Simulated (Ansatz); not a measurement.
Ansatz (a first-principles code) input (B3LYP/6-31G**): The .json file is the Basis Set Exchange's 6-31G**.

Ansatz 0.2 input:
```yaml
crystal:
  periodic: [false, false, false]
  atoms:
    - {symbol: C, position_ang: [2.05514500, -0.09376700, 0.10397300]}
    - {symbol: N, position_ang: [0.79336600, -0.73216900, -0.09965000]}
    - {symbol: B, position_ang: [-0.40715000, -0.08224400, -0.04084800]}
    - {symbol: C, position_ang: [-1.77771200, -0.91476700, -0.28996100]}
    - {symbol: C, position_ang: [-0.65717100, 1.50020800, 0.26205000]}
    - {symbol: H, position_ang: [2.61823000, -0.54851200, 0.94133100]}
    - {symbol: H, position_ang: [2.72069800, -0.20409200, -0.77346300]}
    - {symbol: H, position_ang: [2.03090900, 0.99777000, 0.32176200]}
    - {symbol: H, position_ang: [-2.35486200, -0.52118900, -1.14073700]}
    - {symbol: H, position_ang: [-1.56196600, -1.96908600, -0.48883100]}
    - {symbol: H, position_ang: [-2.45736400, -0.86572100, 0.57461700]}
    - {symbol: H, position_ang: [-1.19456300, 1.98107900, -0.56805600]}
    - {symbol: H, position_ang: [-1.29697700, 1.63683900, 1.14583900]}
    - {symbol: H, position_ang: [0.25651600, 2.07927900, 0.43295600]}
basis:
  gaussian:
    orbitals: 6-31G__.json
hamiltonian:
  xc: {name: B3LYP}
total_charge: -1
output: {forces: true}
```

Output:

```
Functional definition: B3LYP
integrals: 0.08 GiB planned
1180 factors; integrals over basis functions are off by at most 1.2e-3 eV
mean field: 0.46 GiB planned
mean field evaluation 1: about -5418.1722 eV, gradient 5.5e1 eV
mean field evaluation 2: about -5408.9649 eV, gradient 8.1e1 eV
mean field evaluation 4: about -5425.2290 eV, gradient 2.7e0 eV
mean field evaluation 8: about -5425.4044 eV, gradient 3.2e-1 eV
mean field evaluation 16: about -5425.4046 eV, gradient 1.0e-4 eV
mean field -5425.40464739 eV, -199.3799433203 hartree, gradient 1.5e-5 eV, S^2 0.000000; 0 other end points of the search recorded, 0 dependent functions left out
the calculation of the forces begins
reference -5425.40490799 eV, -199.3799528971 hartree; 20, 20 occupied and 100, 100 virtual orbitals, 1180 factors
Total energy: -5425.40490799 eV, -199.3799528971 hartree
Atom 0 at     2.055145    -0.093767     0.103973 Å, force    -0.426270    -0.035557    -0.032614 eV/Å
Atom 1 at     0.793366    -0.732169    -0.099650 Å, force     0.096034    -0.257064    -0.045893 eV/Å
Atom 2 at    -0.407150    -0.082244    -0.040848 Å, force     0.097955     0.113786     0.028708 eV/Å
Atom 3 at    -1.777712    -0.914767    -0.289961 Å, force     0.076594     0.022560     0.009108 eV/Å
Atom 4 at    -0.657171     1.500208     0.262050 Å, force    -0.024256    -0.084222    -0.018366 eV/Å
Atom 5 at     2.618230    -0.548512     0.941331 Å, force     0.162609    -0.036794     0.123263 eV/Å
Atom 6 at     2.720698    -0.204092    -0.773463 Å, force     0.176454     0.009743    -0.108435 eV/Å
Atom 7 at     2.030909     0.997770     0.321762 Å, force     0.108990     0.134531     0.033533 eV/Å
Atom 8 at    -2.354862    -0.521189    -1.140737 Å, force    -0.092982     0.011385    -0.080295 eV/Å
Atom 9 at    -1.561966    -1.969086    -0.488831 Å, force    -0.012641    -0.113046    -0.023461 eV/Å
Atom 10 at    -2.457364    -0.865721     0.574617 Å, force    -0.101800    -0.018255     0.067276 eV/Å
Atom 11 at    -1.194563     1.981079    -0.568056 Å, force    -0.066691     0.096624    -0.067840 eV/Å
Atom 12 at    -1.296977     1.636839     1.145839 Å, force    -0.076223     0.064584     0.091679 eV/Å
Atom 13 at     0.256516     2.079279     0.432956 Å, force     0.082226     0.091726     0.023337 eV/Å
Dipole moment:    -0.113643     0.351502     0.063809 e Å
```

The dipole moment of an ion depends on the origin.

The geometry given is a B3LYP-D3(BJ)/def2-TZVP minimum.
